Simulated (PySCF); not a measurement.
PySCF input file for TeF2, SMILES F[Te]F, C-PCM-M06-2X/def2-SVP. Coordinates come from a B3LYP-D3(BJ)/def2-TZVP optimisation. The def2 effective core potentials stand for the cores of Te; spin–orbit coupling is left out.

```python
import numpy as np
from pyscf import gto, scf, dft
from pyscf.solvent import pcm

mol = gto.M(
    atom='''
    Te    0.00000000    0.00000000    0.33098777
    F     0.00000000   -1.40751280   -0.95618690
    F     0.00000000    1.40751279   -0.95618690
    ''',
    basis='def2-SVP',
    ecp={'Te': 'def2-svp'},
    charge=0,
    spin=0,
    max_memory=1600,
    verbose=3,
)
mf = dft.RKS(mol, xc='m06-2x').density_fit(auxbasis='def2-universal-jkfit')
mf.grids.level = 4
mf.conv_tol = 1e-9
mf.max_cycle = 100
mf.kernel()
res = {}
for name, eps in {'water': 78.355, 'ethanol': 24.852, 'benzene': 2.2706}.items():
    s = mf.PCM()
    s.with_solvent.method, s.with_solvent.eps, s.with_solvent.lebedev_order = 'C-PCM', eps, 29
    s.kernel(mf.make_rdm1())
    res[name] = (s.e_tot, eps, s.dip_moment(), s.mo_energy, s.converged)
    print(f'{name}: electrostatic solvation free energy {(s.e_tot - mf.e_tot) * 627.509474:.3f} kcal/mol')
```

Log of the run:

```
converged SCF energy = -467.36082634544

WARN: PCM is an experimental feature. It is still in testing.
Features and APIs may be changed in the future.

converged SCF energy = -467.370545524221
Dipole moment(X, Y, Z, Debye): -0.00000,  0.00000,  4.02860
water: electrostatic solvation free energy -6.099 kcal/mol

WARN: PCM is an experimental feature. It is still in testing.
Features and APIs may be changed in the future.

converged SCF energy = -467.370232434994
Dipole moment(X, Y, Z, Debye):  0.00000,  0.00000,  4.00446
ethanol: electrostatic solvation free energy -5.902 kcal/mol

WARN: PCM is an experimental feature. It is still in testing.
Features and APIs may be changed in the future.

converged SCF energy = -467.365978014438
Dipole moment(X, Y, Z, Debye):  0.00000,  0.00000,  3.68110
benzene: electrostatic solvation free energy -3.233 kcal/mol
```

Self-consistency was reached.

Cost: about 22 core-seconds (a rough figure).
